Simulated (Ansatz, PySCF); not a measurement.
C3H9BN2, SMILES C=CCB(N)N. Atoms are numbered in the order given.

```xyz
15

C      2.1878    -1.2964    -0.0299
C      1.5877    -0.1367     0.2763
C      0.5669     0.5742    -0.5591
B     -0.9348     0.3710    -0.0172
N     -1.2510    -0.8384     0.6492
N     -1.9013     1.3888    -0.2399
H      2.0029    -1.8011    -0.9847
H      2.8936    -1.7757     0.6542
H      1.8139     0.3224     1.2481
H      0.6034     0.1985    -1.5985
H      0.7985     1.6539    -0.6035
H     -2.1674    -1.0906     0.9994
H     -0.5374    -1.5409     0.8111
H     -2.8761     1.3200     0.0290
H     -1.6793     2.2529    -0.7177
```
Charge 0, spin multiplicity 1.

Geometry optimised at TPSSh-D3(BJ)/def2-SVP. This is a generated structure with no PubChem entry under its InChIKey; it may be hypothetical. The values are those of a single conformer.

Two levels are set side by side: PBE-D3(BJ)/def2-SVP (Ansatz, a program for electronic structure) and TPSSh-D3(BJ)/def2-SVP (PySCF). Each level has its own optimised geometry; the coordinates shown are those of the second. Frequencies come from the Hessian of PySCF at each geometry. Differences are taken from unrounded values.

```tsv
quantity	TPSSh-D3(BJ)	PBE-D3(BJ)	PBE-D3(BJ) minus TPSSh-D3(BJ)
mean bond length (Å)	1.203	1.208	0.005
bond C1–C2 (Å)	1.341	1.348	0.007
bond C2–C3 (Å)	1.498	1.497	-0.002
bond C3–B4 (Å)	1.609	1.613	0.003
bond B4–N5 (Å)	1.417	1.419	0.003
bond B4–N6 (Å)	1.421	1.424	0.003
bond C1–H7 (Å)	1.096	1.104	0.008
bond C1–H8 (Å)	1.094	1.101	0.008
bond C2–H9 (Å)	1.098	1.107	0.008
bond C3–H10 (Å)	1.106	1.113	0.007
bond C3–H11 (Å)	1.105	1.112	0.007
bond N5–H12 (Å)	1.013	1.018	0.005
bond N5–H13 (Å)	1.014	1.020	0.006
bond N6–H14 (Å)	1.014	1.019	0.005
bond N6–H15 (Å)	1.012	1.017	0.005
highest harmonic wavenumber (cm⁻¹)	3689	3637	-52
mean harmonic wavenumber (cm⁻¹)	1438	1403	-34
zero-point energy (kcal/mol)	80.15	78.23	-1.92
```

GGA bonds tend to be longer and softer than those of functionals with exact exchange. Differences between two approximate levels are no errors against the true value.
